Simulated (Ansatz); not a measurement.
```yaml
crystal:
  periodic: [false, false, false]
  atoms:
    - {symbol: N, position_ang: [-0.889859, 0.806433, -1.014057]}
    - {symbol: C, position_ang: [0.300396, 0.706234, -0.578918]}
    - {symbol: Si, position_ang: [0.533441, -0.636969, 0.735215]}
    - {symbol: O, position_ang: [-0.954958, -1.292852, 0.915528]}
    - {symbol: H, position_ang: [-0.996371, 1.535429, -1.721391]}
    - {symbol: H, position_ang: [1.112831, 1.350315, -0.943121]}
    - {symbol: H, position_ang: [1.033324, -0.029812, 1.996825]}
    - {symbol: H, position_ang: [1.531093, -1.635285, 0.268134]}
    - {symbol: H, position_ang: [-1.581499, -0.849794, 0.324586]}
basis:
  gaussian: {orbitals: cc-pVTZ-DK, fitting: {mean_field: def2-universal-jkfit}, point_charges: [{charge: 2.00, position_ang: [4.041, 0.971, -0.916]}]}
hamiltonian: {xc: {name: TPSS}, dispersion: d3bj}
output: {forces: true}
```

```sh
$ ansatz run in.yaml --threads 2 --pin off --events-out ev --progress --plain --max-ram 4352MiB
```

It prints (some lines left out):

```
Error: YAML parse error: error: line 15 column 19: hamiltonian.xc: no functional is named "TPSS"; the names, which are not case-sensitive, are SVWN5, SPW92, PBE, PBE0, PBEsol, revPBE, revPBE0, RPBE, rPW86-PBE, HSE06, wPBEh, LC-wPBE, HISS, HF, BLYP, B3LYP, B3LYP5, BHLYP, CAM-B3LYP, r2SCAN, r2SCANh, r2SCAN0, r2SCAN50, m-r2SCAN, B97, wB97, wB97X, wB97X-V, B97M-V, wB97M-V, B2PLYP, B2GP-PLYP, PBE0-DH, PBE-QIDH
13 | basis:
14 |   gaussian: {orbitals: cc-pVTZ-DK, fitting: {mean_field: def2-universal-jkfit}, poi…
15 | hamiltonian: {xc: {name: TPSS}, dispersion: d3bj}
16 | output: {forces: true}
```

**Question.** Something in this input is off. What?

**Answer.** The method's name isn't one that the program takes here. The input was rejected before any iteration.

HSE06 is defined as in plane-wave codes.
